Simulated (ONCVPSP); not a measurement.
**Cutoff test, tantalum (Ta), ONCV**

- Element: Ta
- Generator: ONCVPSP 4.0.1
- Type: optimised norm-conserving Vanderbilt (ONCV)
- Functional: PBE
- Relativity: scalar-relativistic
- Frozen core: [Kr] 4d10 4f14 5s2
- Valence charge: 11
- Reference configuration: 5p6 5d3 (charge +2)
- Partial waves: s scattering state at 0.38 Ha: rc 2.05 bohr, ncon 4, nbas 7, qcut 2.9 1/bohr, 2 projectors, debl 0.4 Ha; 5p: rc 1.20 bohr, ncon 3, nbas 6, qcut 8 1/bohr, 2 projectors, debl 3.7 Ha; 5d: rc 2.20 bohr, ncon 3, nbas 8, qcut 5.8 1/bohr, 1 projector
- Local potential: polynomial inside 0.95 bohr (lpopt 3, dvloc0 0 Ha)
- Core correction: Teter function, fcfact 5.5, rcfact 1.25

In the s channel the program set the typed energies aside and used 0.050, 0.450 Ha.

Task: For each optimised wave give the share of its norm inside rc, the residual kinetic energy above qcut (Ha) and the cutoffs (Ha) for errors of 10, 1, 0.1 and 0.01 mHa per electron.

Result:

```
         wave  norm inside rc  residual KE  10 mHa  1 mHa  0.1 mHa  0.01 mHa
s projector 1           0.105      3.8e-03     2.9   23.0     29.9      43.1
s projector 2           0.124      3.2e-03     3.6    8.3     38.1      48.8
           5p           0.460      3.1e-04    22.0   28.6     52.4     109.4
p projector 2           0.040      1.4e-04    17.7   26.5     34.2     107.1
           5d           0.667      4.8e-06     9.3   12.1     14.2      16.7
```

The occupied waves need 29 Ha and 52 Ha for 1 and 0.1 mHa. Note: no bound ghost flagged but for a GHOST(-) flag that falls on a real empty level of the atom; GHOST(+) flagged for s at 55.1 eV.
